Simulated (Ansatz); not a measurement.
CH3AlClFS (`C[S][Al]([F])[Cl]`). Charge 0, multiplicity 1.

Z-matrix (Å, degrees):
```
C
S 1 1.828
H 1 1.089 2 108.2
H 1 1.088 2 112.0 3 120.7
H 1 1.089 2 108.2 3 -118.6
Al 2 2.145 1 101.2 3 -120.8
Cl 6 2.075 2 121.4 1 -180.0
F 6 1.644 2 119.5 1 -0.0
```

Q: List the harmonic frequencies (cm⁻¹, unscaled) at PBE0-D4/def2-TZVP in Ansatz. (An estimate is asked.)

A: The calculation gave: 53, 81, 109, 177, 225, 227, 432, 616, 715, 864, 978, 990, 1356, 1472, 1478, 3077, 3169, 3177.

Q: Is this a minimum?

A: Yes, all 18 modes are real.

Q: Give the ideal-gas thermochemistry at 298.15 K and 1 bar (rigid rotor, harmonic oscillator; point group Cs, symmetry number 1).

A: Zero-point energy 114.8 kJ/mol; H(298) − E = 137.0 kJ/mol; entropy 371.7 J/(mol·K), of which translation 169.4, rotation 118.5, vibration 83.8; G(298) − E = 26.1 kJ/mol. Modes under 100 cm⁻¹ are hindered rotations or soft bends, so the harmonic entropy is rough.

Q: And at 400, 500, 600, 800 and 1000 K?

A: 
```
T (K)  H − E (kJ/mol)  S (J/mol/K)  G − E (kJ/mol)
  400           147.9        403.1           -13.4
  500           159.7        429.5           -55.0
  600           172.5        452.7           -99.2
  800           199.9        492.1          -193.8
 1000           229.4        524.9          -295.6
```

Q: Rotational constants (cm⁻¹)?

A: 0.1453, 0.04607, 0.03521.
